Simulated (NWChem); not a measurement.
Molecule: C4H5FO; SMILES C(=C)O/C=C/F

```xyz
11

C      1.1876    -1.7575     0.1628
C     -0.1039    -1.7970    -0.1694
O     -1.0462    -0.8260    -0.0937
C     -0.7987     0.4816     0.1656
C      0.2644     1.2035    -0.1936
F      0.2953     2.5056     0.0903
H      1.6880    -0.8719     0.5536
H      1.7689    -2.6753     0.0685
H     -0.5728    -2.7144    -0.5355
H     -1.6353     0.9698     0.6726
H      1.1448     0.8469    -0.7299
```
Atoms are numbered in this order, from 1.

Level: PBE0/def2-SVP (NWChem), optimised geometry, unscaled harmonic frequencies. 

```
frequency (cm⁻¹)  IR intensity (km/mol)
----------------  ---------------------
69                                  2.3
150                                 1.4
184                                 0.2
335                                 9.8
366                                 4.9
487                                 2.5
678                                 9.6
717                                 4.8
841                                 8.6
867                                54.4
925                                38.1
938                                42.3
1003                               12.6
1121                               11.4
1214                              150.0
1270                              196.2
1307                                6.2
1319                               17.6
1388                              181.9
1410                                3.0
1728                              163.3
1780                                1.8
3202                                3.1
3227                               14.1
3230                                1.6
3259                                6.5
3309                                0.4
```

```
Item                                                                               Result
-----------------------------------------------------------------------  ----------------
zero-point energy                                                           51.9 kcal/mol
thermal correction to the enthalpy at 298.15 K (with zero-point energy)     56.5 kcal/mol
heat capacity Cv                                                         21.4 cal/(mol K)
entropy at 298.15 K and 1 atm (symmetry number 1)                        79.8 cal/(mol K)
dipole moment                                                                      1.18 D
```

Rigid rotor and harmonic oscillator; modes under 100 cm⁻¹ make the entropy uncertain.
